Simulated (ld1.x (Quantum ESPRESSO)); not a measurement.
Logarithmic derivatives: Cu, PAW

Cu (Z = 29), PAW, made with ld1.x (Quantum ESPRESSO) 7.5 (BP86, scalar-relativistic). Core [Ne], reference 3s2 3p6 3d10 4s0 4p0 (charge +1). Waves: 3s (bound): rcut 1.00, rcutus 1.05 bohr; 4s (bound, empty): rcut 1.00, rcutus 1.05 bohr; 3p (bound): rcut 1.10, rcutus 1.35 bohr; 4p (bound, empty): rcut 1.10, rcutus 1.35 bohr; 3d (bound): rcut 0.60, rcutus 0.70 bohr; 3d channel at -0.65 Ry: rcut 0.60, rcutus 0.70 bohr. Local part: all-electron potential smoothed inside 0.55 bohr (lloc = -1). Core correction: Bessel-smoothed model core, default radius (core density twice the valence density). Augmentation charge: BESSEL, radius 0.65 bohr.

The phase is arctan(r·u′/u) with u = r·R(r), unwrapped; energies in Ry, scanned from -11 to 5 Ry. A pole is an energy at which the radial function vanishes at the test radius. The pseudo phase is shifted by a multiple of π to meet the all-electron one at the reference energy, and phase errors are pseudo minus all-electron; the curves can meet again beyond the range given. Levels narrower than the energy grid can be missing from the lists of poles.

```
channel  radius (bohr)  reference energy (Ry)  poles, all-electron  poles, pseudo  unbroken range about the reference energy with phases within 0.05 rad  phase error 1 Ry above the reference energy (rad)
      s           1.49                  -0.88                -8.72          -8.72                                                        the whole range                                             -0.000
      p           1.49                  -0.47                -5.43   -5.86, -5.76                                                            -4.6 to 1.2                                             -0.010
      d           1.49                  -1.01                 0.01           0.01                                                        the whole range                                             -0.000
```

The ghost test of this file was not conclusive. Its overlap operator is not positive definite in a basis up to 400 Ry (lowest eigenvalue p -1.29), so the file is unfit for use: the generalised eigenproblem breaks down once the basis is large enough, and its test numbers describe a broken file.

Phases in the d channel:

```csv
E (Ry),all-electron,pseudo
-11.00,1.367,1.367
-10.76,1.365,1.365
-10.52,1.362,1.362
-10.28,1.359,1.359
-10.04,1.357,1.357
-9.80,1.354,1.354
-9.56,1.351,1.351
-9.32,1.348,1.348
-9.08,1.345,1.345
-8.84,1.342,1.342
-8.60,1.339,1.338
-8.36,1.335,1.335
-8.12,1.331,1.331
-7.88,1.327,1.327
-7.64,1.323,1.323
-7.40,1.319,1.318
-7.16,1.314,1.314
-6.92,1.309,1.309
-6.68,1.304,1.303
-6.44,1.298,1.298
-6.20,1.292,1.292
-5.96,1.285,1.285
-5.72,1.278,1.278
-5.48,1.270,1.270
-5.24,1.262,1.262
-5.00,1.252,1.252
-4.76,1.242,1.242
-4.52,1.230,1.230
-4.28,1.217,1.217
-4.04,1.202,1.202
-3.80,1.185,1.184
-3.56,1.164,1.164
-3.32,1.139,1.139
-3.08,1.109,1.109
-2.84,1.071,1.071
-2.60,1.021,1.021
-2.36,0.952,0.952
-2.12,0.851,0.851
-1.88,0.692,0.691
-1.64,0.418,0.418
-1.40,-0.045,-0.045
-1.16,-0.614,-0.614
-0.92,-1.030,-1.030
-0.68,-1.271,-1.271
-0.44,-1.415,-1.415
-0.20,-1.510,-1.510
0.04,-1.577,-1.577
0.28,-1.628,-1.629
0.52,-1.669,-1.670
0.76,-1.704,-1.704
1.00,-1.734,-1.735
1.24,-1.762,-1.763
1.48,-1.788,-1.789
1.72,-1.812,-1.814
1.96,-1.837,-1.839
2.20,-1.862,-1.864
2.44,-1.888,-1.890
2.68,-1.914,-1.917
2.92,-1.943,-1.946
3.16,-1.974,-1.978
3.40,-2.008,-2.013
3.64,-2.046,-2.052
3.88,-2.090,-2.096
4.12,-2.139,-2.147
4.36,-2.197,-2.207
4.60,-2.265,-2.278
4.84,-2.346,-2.363
```
